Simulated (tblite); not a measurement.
Start geometry of `Cc1ccpc(N(C)C)c1` from a force field or distance geometry (Å):
```
atom  x, y, z in Å
C1     2.8478   -1.4197    0.3073
C2     1.8539   -0.4283   -0.2916
C3     2.3386    0.5235   -1.1881
C4     1.5392    1.5041   -1.8010
P5    -0.2655    1.6353   -1.5556
C6    -0.5790    0.3618   -0.2248
N7    -1.8441    0.2435    0.3261
C8    -2.9642    1.0338   -0.1552
C9    -2.0742   -0.6213    1.4836
C10    0.5065   -0.4699    0.1698
H11    3.6700   -1.6029   -0.3793
H12    2.3533   -2.3854    0.4967
H13    3.2308   -1.0256    1.2606
H14    3.3950    0.5240   -1.4486
H15    1.9936    2.2129   -2.4764
H16   -2.8255    2.0962    0.0576
H17   -3.9070    0.7441    0.3323
H18   -3.1305    0.8694   -1.2324
H19   -3.1025   -0.5200    1.8694
H20   -1.4060   -0.3540    2.3167
H21   -1.9393   -1.6650    1.2226
H22    0.2986   -1.2373    0.9093
```

Task: What comes out of this run: tblite, GFN2-xTB geometry optimisation, gas phase?

Result: 
```
atom  x, y, z in Å
C1     2.817   -1.372    0.337
C2     1.811   -0.421   -0.243
C3     2.224    0.506   -1.196
C4     1.373    1.423   -1.766
P5    -0.310    1.620   -1.425
C6    -0.539    0.349   -0.214
N7    -1.800    0.191    0.295
C8    -2.843    1.068   -0.164
C9    -2.052   -0.657    1.433
C10    0.503   -0.480    0.206
H11    3.639   -1.539   -0.355
H12    2.359   -2.330    0.575
H13    3.231   -0.961    1.259
H14    3.262    0.501   -1.503
H15    1.769    2.109   -2.506
H16   -2.658    2.107    0.138
H17   -3.802    0.747    0.236
H18   -2.894    1.044   -1.257
H19   -3.070   -0.499    1.781
H20   -1.372   -0.430    2.260
H21   -1.942   -1.714    1.170
H22    0.283   -1.243    0.939
```

The energy falls by 0.498 eV over 69 L-BFGS steps, the largest force on an atom goes from 2.32 to 0.008 eV/Å, and the atoms move by 0.131 Å rms after alignment. Among the bonds, C4–P5 and P5–C6 change most and about equally (-0.098 to -0.097 Å). Bonds longer at the end by more than 0.005 Å: 2 of 22; shorter: 16. Among the angles that change most is P5–C6–C10, from 117.9° to 122.4°. Among the dihedrals that turn most is C9–N7–C8–H18, from -127° to -137°. Rotational constants go from 1707, 875.8, 586.9 to 1793, 933.7, 621.7 MHz. The orientation of the end geometry is arbitrary; only internal coordinates are fixed.

GFN2-xTB frequencies show an imaginary mode (37i cm⁻¹), so the point is no minimum at that level. 2 starts were optimised and ended at 0.00 and 0.64 kcal/mol (GFN2-xTB); the lowest of these is shown.

All values are computed, not measured.
